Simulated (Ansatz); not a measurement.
Compare A (`FC1[BH][Al]([F])[SiH2]1`) with its isomer B (`FB1C[Si]1(F)[AlH2]`).

Gas-phase electronic energies from Ansatz, PBE0-D4/def2-TZVP geometries. CBS: MP2 limit from def2 TZ/QZ plus the TZ coupled-cluster correction, frozen cores. DFT in def2-TZVPP. B3LYP here is the variant with VWN-RPA as its local correlation; programs differ in this.

**Question.** Which is lower in electronic energy at CCSD(T)/CBS, and by how much? (An estimate is asked.)

**Answer.** The calculation gave: B, by 102.0 kJ/mol.

**Question.** Give E(B) − E(A) in kJ/mol with ωB97M-V, CCSD/def2-TZVPP, PBE-D4, r2SCAN-D4, B3LYP-D4, B3LYP, B2PLYP. (Best estimate.)

**Answer.** Computed: ωB97M-V -102.9, CCSD/def2-TZVPP -101.1, PBE-D4 -102.6, r2SCAN-D4 -108.1, B3LYP-D4 -107.4, B3LYP -108.9, B2PLYP -107.9. None reverses the order clearly.

Largest T1 diagnostic: 0.015.
